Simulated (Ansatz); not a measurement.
A structure relaxed at PBE0-D4/def2-SVP in Ansatz, charge 0, singlet:

```xyz
7

Be    1.863    2.405   -0.662
Be   -1.175   -1.788   -0.593
Be    0.119    0.151   -0.040
Be   -1.173   -1.237    1.422
O    -0.347   -0.804   -1.190
O     1.058    1.360   -0.372
O    -0.344   -0.088    1.437
```

**Question.** Give its formula and point group.

**Answer.** the cluster Be4O3. Point group C2v (tolerance 0.1 Å).

**Question.** Summarise the bond lengths by kind (pairs closer than 1.2 times the sum of covalent radii, bridged metal pairs left out).

**Answer.** 6 × Be–O 1.35 to 1.57 Å; 1 × Be–Be 2.09 Å.

Another isomer (singlet) lies 4.85 eV lower at PBE0-D4/def2-TZVP; other spin states weren't run for this one.
